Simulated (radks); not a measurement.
Results of a calculation; reference values are marked as such.
Valence configurations of Pd II (all share [Kr]). Level of theory: scalar-relativistic Kohn-Sham, PBEsol, spin-polarised, spherical densities, point nucleus; open shells are filled with parallel spins first (spin-orbit coupling, left out, can overturn this in heavy ions) (a radial shooting solver on a logarithmic mesh with Libxc functionals). Energies are relative to 4d9; eigenvalues in eV for spin up.

valence      E (eV)  moment (Bohr magnetons)    e(4d)    e(5p)    e(5s)
4d9           0.000                        1  -14.929        -        -
4d8.5 5s0.5   1.645                        2  -16.781        -  -12.164
4d8 5s1       3.481                        3  -18.667        -  -13.110
4d8 5p1       8.990                        3  -20.003   -8.426        -
4d7 5s2       9.613                        3  -22.531        -  -14.282
4d7 5s1 5p1  13.961                        5  -23.829   -9.527  -15.646
4d7 5p2      20.119                        5  -25.052  -10.184        -
4d6 5p3      33.586                        7  -30.134  -11.726        -
4d5 5p4      52.431                        7  -35.578  -12.990        -
4d4 5p5      78.606                        5  -40.364  -13.991        -

NIST lists [Kr] 4d9 as the ground configuration; this level of theory agrees among the configurations tried. The energies are those of spherical high-spin densities, not of single terms.
